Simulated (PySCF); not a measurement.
Fill in the blanks.

Compound: C3H8OSi.
SMILES: `[SiH3]C[C@H]1CO1`

Conformer (atom-mapped SMILES and torsion angles): `[SiH3:1][CH2:2][C@H:3]1[CH2:4][O:5]1`: Si1–C2–C3–C4 85°.

```json
{"property": "point group of the GFN2-xTB geometry", "level": "GFN2-xTB", "value": "C1"}
{"property": "rotational constants A, B, C of the GFN2-xTB geometry", "level": "GFN2-xTB", "value": "11.320, 1.981, 1.835 GHz"}
{"property": "dipole moment", "level": "PBE0/def2-SVPD", "value": "1.45 D"}
{"property": "HOMO energy", "level": "PBE0/def2-SVPD", "value": "?"}
{"property": "LUMO energy", "level": "PBE0/def2-SVPD", "value": "?"}
{"property": "lowest singlet excitation", "level": "TDDFT PBE0/def2-SVPD", "value": "?"}
{"property": "strongest line among the 6 lowest singlet transitions", "level": "TDDFT PBE0/def2-SVPD", "value": "S2 at 7.75 eV (160 nm, f = 0.056)"}
{"property": "lowest triplet excitation (Tamm–Dancoff)", "level": "TDA PBE0/def2-SVPD", "value": "7.10 eV"}
{"property": "static isotropic polarisability", "level": "PBE0/def2-SVPD", "value": "?"}
{"property": "electronic spatial extent ⟨r²⟩ about the centre of nuclear charge", "level": "PBE0/def2-SVPD", "value": "?"}
{"property": "13C chemical shifts (computed TMS as zero) by class", "level": "GIAO PBE0/pcSseg-1", "value": "?"}
{"property": "1H chemical shifts (computed TMS as zero) by class", "level": "GIAO PBE0/pcSseg-1", "value": "3.84 (3 H), 2.66 (1 H), 2.52 (1 H), 2.10 (1 H), 1.66 (1 H), 0.39 (1 H) ppm"}
{"property": "isotropic shieldings of nuclei other than C and H, by class", "level": "GIAO PBE0/pcSseg-1", "value": "306 (1 O), 426 (1 Si) ppm"}
```

The electronic properties come from PySCF, for the isolated species, density fitting.

Problem. Give the static isotropic polarisability.

Solution. 65.5 au.

Problem. The lowest singlet excitation?

Solution. 7.27 eV (170 nm, f = 0.011).

Problem. What is the electronic spatial extent ⟨r²⟩ about the centre of nuclear charge?

Solution. 683 bohr².

Problem. Give the HOMO energy.

Solution. -7.87 eV.

Problem. What are the 13C chemical shifts (computed TMS as zero) by class?

Solution. 48.2 (1 C), 45.2 (1 C), 15.9 (1 C) ppm.

Problem. What is the LUMO energy?

Solution. 0.42 eV.

The polarisability is 9.71 Å³ as a volume (1 au = 0.148185 Å³), or 1.37 au for each of the 48 electrons. The principal polarisabilities are 58.6, 62.4 and 75.5 au; their mean is the isotropic value. A dipole of 1.45 D is allowed in C1, and pure rotational transitions are dipole-allowed. No computed singlet falls in the visible range (750 to 380 nm, 1.65 to 3.26 eV); S1 lies 4.01 eV above its blue end. With B = h/(8π²I), that is 505.379 GHz u Å² over I, the principal moments of inertia are 44.6, 255.1 and 275.4 u Å² (most abundant isotopes).

For the TDDFT job (PBE0/def2-SVPD), hardware: one thread, Intel Xeon Platinum 8259CL at 2.50 GHz (x86_64), shared host. Cost: 22 s of wall time, 0.72 GiB resident at most.

One conformer stands for the species.
